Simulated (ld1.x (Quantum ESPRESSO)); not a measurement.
# antimony (Sb), ultrasoft: configuration errors across variants

| Property | Result |
| --- | --- |
| Element | Sb |
| Generator | ld1.x (Quantum ESPRESSO) 7.5 |
| Type | ultrasoft |
| Functional | PBE |
| Relativity | scalar-relativistic |
| Frozen core | [Kr] |
| Valence charge | 15 |
| Reference configuration | 4d10 5s2 5p2 (charge +1) |
| Partial waves | 5s (bound): rcut 1.40, rcutus 1.90 bohr; 5s channel at 2.65 Ry: rcut 1.40, rcutus 1.90 bohr; 5p (bound): rcut 1.60, rcutus 1.95 bohr; 5p channel at -0.25 Ry: rcut 1.60, rcutus 1.95 bohr; 4d (bound): rcut 1.10, rcutus 1.20 bohr; 4d channel at -2.7 Ry: rcut 1.10, rcutus 1.20 bohr |
| Local potential | all-electron potential smoothed inside 0.90 bohr (lloc = -1) |
| Core correction | none |
| Augmentation charge | PSQ, inside the norm-conserving radii |

All-electron excitation energies from the reference (eV): (1) 4d10 5s2 5p3 -8.317; (2) 4d10 5s2 5p1 15.968; (3) 4d10 5s2 5p0 40.381; (4) 4d9 5s2 5p4 22.803; (5) 4d10 5s2 5p2.5 -5.055; (6) 4d10 5s0 5p5 8.114; (7) 4d10 5s1 5p4 -0.205.

The overlap operator is not positive definite (basis up to 400 Ry) in “waves 5p (bound): rcut 1.60, rcutus 2.94 bohr; 5p channel at -0.25 Ry: rcut 1.60, rcutus 2.94 bohr”. Such files are unfit for use, however small their errors in these radial tests.

2 further variants failed, have other tests or too few solved ones, and are left out.

A true bound ghost makes a file unfit for plane-wave use even where its test errors are small: the radial tests pick states by their node count and pass the ghost by.

Errors AE − PS in meV (a dash: test not solved or not reliable):

| change | (1) | (2) | (3) | (4) | (5) | (6) | (7) | bound ghosts |
| --- | --- | --- | --- | --- | --- | --- | --- | --- |
| base | +2.4 | -2.8 | +0.4 | +22 | +1.4 | +12 | +4.7 | s, p |
| waves 5p (bound): rcut 1.60, rcutus 2.32 bohr; 5p channel at -0.25 Ry: rcut 1.60, rcutus 2.32 bohr | +2.6 | -2.0 | +5.5 | -2.0 | +1.5 | +8.7 | +3.9 | s, p |
| waves 5p (bound): rcut 1.60, rcutus 2.62 bohr; 5p channel at -0.25 Ry: rcut 1.60, rcutus 2.62 bohr | +2.6 | -1.8 | +7.0 | -7.1 | +1.5 | +6.5 | +3.1 | p, s |
| waves 5p (bound): rcut 1.60, rcutus 2.94 bohr; 5p channel at -0.25 Ry: rcut 1.60, rcutus 2.94 bohr | +2.6 | -1.6 | +7.7 | +0.3 | +1.5 | +5.6 | +2.7 | s (p not tested, overlap not positive) |

Task: Give the same row for: waves 5p (bound): rcut 1.60, rcutus 1.90 bohr; 5p channel at -0.25 Ry: rcut 1.60, rcutus 1.90 bohr.

Result: +2.3, -2.9, -0.7, +23, +1.4, +13, +4.7; bound ghosts: s, p.
